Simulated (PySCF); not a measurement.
## Bonding in `CC#C[Si@H]1[SiH2][Si@H](O)[SiH2]1`

Compound: C3H10OSi4.
Numbering: `[CH3:1][C:2]#[C:3][Si@H:4]1[SiH2:5][Si@H:6]([OH:7])[SiH2:8]1` (hydrogens: H9, H10, H11 on C1; H12 on Si4; H13, H14 on Si5; H15 on Si6; H16 on O7; H17, H18 on Si8)

Cartesian coordinates in Å at the GFN2-xTB level; atoms count from 1:
```
atom  x, y, z in Å
C1     1.3422   -1.3116    3.8242
C2     1.2280   -0.9758    2.4209
C3     1.1429   -0.6973    1.2504
Si4    0.9304   -0.2456   -0.5275
Si5   -1.0473   -1.0864   -1.5250
Si6   -1.7099    1.1295   -1.9693
O7    -1.4881    1.5386   -3.5462
Si8    0.1945    1.9774   -0.8947
H9     0.5124   -0.8751    4.3805
H10    2.2784   -0.9238    4.2262
H11    1.3237   -2.3939    3.9547
H12    2.2204   -0.6595   -1.1179
H13   -0.8747   -1.9996   -2.6697
H14   -1.9255   -1.8594   -0.6346
H15   -3.0885    1.5323   -1.6296
H16   -2.0759    1.2483   -4.2374
H17   -0.0692    2.7486    0.3318
H18    1.0973    2.8596   -1.6484
```

Bond orders from the PBE0/pcSseg-1 density (PySCF). The structure is a single GFN2-xTB conformer in the gas phase; no vibrational or solvent corrections. GFN2-xTB frequencies show an imaginary mode (31i cm⁻¹), so this geometry is no minimum at that level.

Task: Where do the orders between heavy atoms depart from those drawn in the SMILES?

Result: The largest departure is 0.463, at C2–C3 (drawn triple, 2.537). Drawn single, order above 1.12: C1–C2 (1.180). Drawn single, order below 0.88: Si4–Si5 (0.846), Si5–Si6 (0.842), Si6–Si8 (0.862) and Si8–Si4 (0.843). Drawn double or triple, more than 0.30 short of the drawn order: C2–C3 (2.537).

Task: Set the Mayer orders of the bonds between heavy atoms beside their lengths.

Result: 
```
   bond  drawn as  length (Å)  Mayer order
  C1–C2    single       1.447        1.180
  C2–C3    triple       1.206        2.537
 C3–Si4    single       1.847        0.964
Si4–Si5    single       2.369        0.846
Si5–Si6    single       2.355        0.842
 Si6–O7    single       1.644        0.952
Si6–Si8    single       2.345        0.862
Si8–Si4    single       2.370        0.843
```

By pair of heavy elements: C–C: lowest C1–C2 (1.180, 1.447 Å), highest C2–C3 (2.537, 1.206 Å). Si–Si: lowest Si5–Si6 and Si8–Si4 (0.842, 2.355 Å), highest Si6–Si8 (0.862, 2.345 Å). Bonds named together lie within 0.004.

Task: And the bonds to hydrogen?

Result: C–H: 0.92 (3 bonds); H–Si: 0.90 to 0.94 (6 bonds); H–O: 0.94 (1 bond).

Task: Sum the orders of all bonds at each heavy atom with more than one neighbour and set the sums beside the valence in the SMILES.

Result: C1 3.949 (drawn 4), C2 3.717 (drawn 4), C3 3.501 (drawn 4), Si4 3.590 (drawn 4), Si5 3.548 (drawn 4), Si6 3.552 (drawn 4), O7 1.887 (drawn 2), Si8 3.571 (drawn 4). Orders between atoms that aren't bonded are not in these sums.

Mayer orders depend on the basis set.

These values come from a run that also computed NMR shieldings. Time: 56 s of wall time (with the writing of density and orbital grids); peak memory 1.1 GiB. Hardware: an Intel Xeon Platinum 8488C with one thread, shared host with 96 logical CPUs at a one-minute load of 32.
